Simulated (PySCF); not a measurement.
Species: C₅H₆O₂.
Geometry (GFN2-xTB, Å), atoms numbered from 1 in this order:
```
atom  x, y, z in Å
C1    -2.2015   -0.0083   -0.0011
O2    -1.1135    0.8250   -0.3204
C3     0.1146    0.2888   -0.1195
C4     1.3292    0.9985   -0.3392
C5     2.3234    0.1271   -0.0255
O6     1.8254   -1.0520    0.3676
C7     0.4767   -0.9567    0.3109
H8    -2.2053   -0.9119   -0.6193
H9    -2.1794   -0.2983    1.0545
H10   -3.0983    0.5749   -0.2015
H11    1.4177    2.0073   -0.6819
H12    3.3902    0.2290   -0.0391
H13   -0.0834   -1.8230    0.5969
```

The calculation used PBE0/pcSseg-1 in PySCF (dipole) on a GFN2-xTB geometry, gas phase.

Masses are those of the commonest isotopes; rigid-rotor values at the optimised geometry. The values belong to one conformer with, in the numbering `[CH3:1][O:2][c:3]1[cH:4][cH:5][o:6][cH:7]1`, C1–O2–C3–C4 -178°.

(1) Give the principal moments of inertia and the rotational constants in cm⁻¹.

(2) Classify the top.

(3) Is it planar, by Δ = Ic − Ia − Ib?

(4) List the rotational levels J(Ka,Kc) to J = 3 (cm⁻¹).

(5) Which lines would a microwave search look for?

Results:

(1) Ia = 65.67, Ib = 248.21, Ic = 310.64 u·Å²; 505379 MHz·u·Å²/I gives 7696, 2036 and 1627 MHz, that is A = 0.25671, B = 0.06792, C = 0.05427 cm⁻¹.

(2) An asymmetric top: κ = (2 × 2036 − 7696 − 1627)/(7696 − 1627) = -0.87.

(3) Not planar: Δ = Ic − Ia − Ib = -3.24 u·Å². For a rigid frame Δ = −2 Σ m c², so Σ m c² = 1.62 u·Å² lies off the ab plane: 1.60 from hydrogen and 0.01 from heavier atoms. The atom farthest from that plane is 0.92 Å away.

(4) Above 0(0,0):
J = 1: 1(0,1) 0.1222, 1(1,1) 0.3110, 1(1,0) 0.3246
J = 2: 2(0,2) 0.3658, 2(1,2) 0.5417, 2(1,1) 0.5826, 2(2,1) 1.1490, 2(2,0) 1.1497
J = 3: 3(0,3) 0.7295, 3(1,3) 0.8873, 3(1,2) 0.9692, 3(2,2) 1.5156, 3(2,1) 1.5191, 3(3,1) 2.4941, 3(3,0) 2.4941
Those of J = 1 are B + C, A + C and A + B.

(5) The dipole components are |μa| = 0.89 D, |μb| = 0.58 D, |μc| = 0.05 D. Intensities carry the squares of the components, which stand as 1.00 : 0.42 : 0.00 (a : b : c). Some lines, for components of 0.1 D or more:

```
type  branch         J(Ka,Kc)    MHz  lower level (cm⁻¹)
   a       Q  3(1,2) ← 3(1,3)   2454               0.887
   b       R  3(0,3) ← 2(1,2)   5632               0.542
   a       R  2(1,2) ← 1(1,1)   6917               0.311
   b       R  1(1,1) ← 0(0,0)   9323               0.000
   a       R  3(1,3) ← 2(1,2)  10362               0.542
   a       R  3(2,1) ← 2(2,0)  11074               1.150
   b       R  2(1,2) ← 1(0,1)  12577               0.122
   b       R  3(1,3) ← 2(0,2)  15634               0.366
   b       R  3(2,2) ← 2(1,1)  27969               0.583
   b       R  3(3,0) ← 2(2,1)  40326               1.149
```

No frequency check. Zero-point vibration and centrifugal distortion are left out. A rigid rotor knows nothing of internal rotation, which can split or shift real lines.
